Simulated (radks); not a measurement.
Values are calculated unless marked as measured or tabulated.
Q: All-electron atom: Tb V in [Kr] 4d10 4f(up 4.5, down 4.5) 5p6 5s(up 0, down 0) (fractional occupations, a model configuration). Level of theory: scalar-relativistic Kohn-Sham, LDA (Slater exchange, Perdew-Wang correlation), spin-polarised, spherical densities, point nucleus (a radial shooting solver on a logarithmic mesh with Libxc functionals). Some entries of the table are withheld. Estimate them.

orbital  occ.  eigenvalue (hartree)  <r^2> (bohr^2)  r(max) (bohr)
1s          2             -1905.846       0.0006323        0.01365
2s          2             -317.3686        0.009899        0.07755
2p          6             -282.3165        0.007991        0.06281
3s          2             -71.64508         0.06559         0.2199
3p          6             -60.83568         0.06578         0.2159
3d         10             -46.72564             (1)         0.1763
4s          2             -15.50122             (2)         0.5049
4p          6             -11.94356          0.3755            (3)
4d         10              -7.05889          0.4527            (4)
5s          0                   (5)           1.854          1.168
5p          6              -2.46243             (6)          1.313
4f          9              -1.76042          0.8867         0.5545

A: 
(1) 3d <r^2> (bohr^2): 0.05511
(2) 4s <r^2> (bohr^2): 0.3318
(3) 4p r(max) (bohr): 0.5272
(4) 4d r(max) (bohr): 0.5471
(5) 5s eigenvalue (hartree): -3.35365
(6) 5p <r^2> (bohr^2): 2.437
